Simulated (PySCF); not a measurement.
C₆ coefficients of unlike pairs at PBE0

Calculated with PySCF 2.14 from the dipole response of each species, C₆(A,B) = (3/π) ∫ α_A(iu) α_B(iu) du, in atomic units, from isotropic polarisabilities. For ions this is the dispersion term alone; charge-induced terms of lower order in 1/R come first.

```tsv
species	configuration	basis	relativity	α (bohr³)	C₆ (like pair)
Sn(3+)	[Kr] 4d10 5s1 (2S)	aug-cc-pV5Z-PP with ECP28MDF (8s8p6d4f3g2h)	core potential	9.189	34.62
Ca	[Ar] 4s2 (1S)	x2c-QZVPPall with one added diffuse shell each of s, p, d, f type (12s8p5d4f)	spin-free X2C	162.7	2282
Cr	[Ar] 3d5 4s1 (7S)	aug-cc-pwCVTZ (10s9p7d4f3g)	none	76.71	637.4
Ne+	[He] 2s2 2p5 (2P)	aug-cc-pwCVDZ (5s4p2d)	none	1.208	2.140
```

(1) Estimate C₆ for Ne+ with Sn(3+).

No spin-orbit coupling is included.

The other pairs:

| pair | C₆ |
| --- | --- |
| Cr, Ca | 1193 |
| Ca, Sn(3+) | 215.1 |
| Ne+, Ca | 34.89 |
| Cr, Sn(3+) | 126.1 |
| Ne+, Cr | 22.18 |

## Answers

(1) The integral gives 7.805. The combination rule 2 C_A C_B / (C_A α_B/α_A + C_B α_A/α_B) gives 7.115 and the geometric mean 8.608.
